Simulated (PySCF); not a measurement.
**Correlation energy of Ta³⁺ (tantalum, charge +3)**

[Xe] 4f14 5d2, high-spin 3F determinant. Calculation: PySCF 2.14, in aug-cc-pwCVDZ-PP with ECP60MDF; scalar relativity through the core potential. Frozen: 5s2 5p6; 2 electrons correlated.

With two correlated electrons CCSD is exact within the correlated space (frozen core and kept virtual orbitals).

```csv
level,correlation energy (mhartree)
CCSD,-3.91
```

Diagnostics: T1 = 0.00044, D1 = 0.0006, largest double amplitude 0.011.

Spin-orbit coupling, absent here, splits the open shell strongly.

Cost of the coupled-cluster step: about 5 core-seconds, for 2 correlated electrons.
